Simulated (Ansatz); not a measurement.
Breaking the Ga1–I4 bond in GaH2I (SMILES [GaH2][I]) (multiplicity 1 held, fragments rigid). Energies count from the point at 2.512 Å.
Geometry at that point (charge 0, multiplicity 1):
```xyz
4

Ga    -0.82102    -1.27597     0.21510
H     -0.27059    -2.26515     1.28726
H     -2.09923    -1.41786    -0.66637
I      0.52493     0.81581    -0.13753
```

R- and RO- levels are restricted; in cc, def2 and unpolarised 6-31G sets they are followed outwards from rest. U- levels take the lowest unrestricted solution at each point, which mixes spins at long bonds. Active spaces are followed from a long bond inwards. Levels need not reach the same state.

Cores are frozen in the correlated methods. Filled d and f shells under p-block atoms count as core.

The values were computed with Ansatz (a program for electronic structure). Each number belongs to the level named beside it. In def2 rows elements past Kr take small-core potentials, without spin–orbit coupling.

Task: One of these levels gives 72.86 kcal/mol for the energy at R = 8.039 Å. Which?
A) R-r2SCAN/def2-TZVPP
B) U-PBE/def2-TZVPP
C) CASSCF(6,4)/def2-TZVPP

Result: C, CASSCF(6,4)/def2-TZVPP. The others give 79.57 (U-PBE/def2-TZVPP), 96.38 (R-r2SCAN/def2-TZVPP)

Doubts at one or more of the structures used: a spin-contaminated determinant (U-PBE/def2-TZVPP); a restricted determinant that unrestricted orbitals would lower (R-r2SCAN/def2-TZVPP); active orbitals that take no part (CASSCF(6,4)/def2-TZVPP).
